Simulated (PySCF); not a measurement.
CH4CdO, SMILES [CH3][Cd][OH].

Geometry optimised at PBE0-D3(BJ)/def2-TZVP. The def2 effective core potentials stand for the cores of Cd; spin–orbit coupling is left out. Other conformers were not sampled.

All values below come from TDA-ωB97X/def2-SVPD (PySCF).

Vertical excitations. The molecule is in vacuum.

```tsv
state	energy (eV)	λ (nm)	f	main pairs
S1	5.99	207	0.038	HOMO−1→LUMO 90 %
S2	6.66	186	0.132	HOMO→LUMO 55 %, HOMO−1→LUMO+2 27 %, HOMO−2→LUMO 9 %
S3	6.88	180	0.002	HOMO−1→LUMO+1 93 %
S4	6.97	178	0.079	HOMO→LUMO+1 89 %
S5	7.03	176	0.035	HOMO→LUMO+2 95 %
S6	7.38	168	0.266	HOMO−2→LUMO 54 %, HOMO→LUMO 23 %, HOMO→LUMO+3 10 %
S7	7.60	163	0.118	HOMO−1→LUMO+2 52 %, HOMO−2→LUMO+1 19 %, HOMO→LUMO 8 %
S8	8.13	152	0.275	HOMO−2→LUMO+1 63 %, HOMO−2→LUMO+2 11 %
S9	8.14	152	0.222	HOMO−2→LUMO+2 84 %
S10	8.48	146	0.020	HOMO−1→LUMO+3 47 %, HOMO−1→LUMO+4 44 %
T1	5.65	219	0	HOMO−1→LUMO 86 %
T2	5.70	218	0	HOMO→LUMO 84 %
T3	6.60	188	0	HOMO−2→LUMO 55 %, HOMO→LUMO+1 27 %
T4	6.70	185	0	HOMO→LUMO+1 62 %, HOMO−2→LUMO 25 %
```
Triplets are in the Tamm–Dancoff approximation.
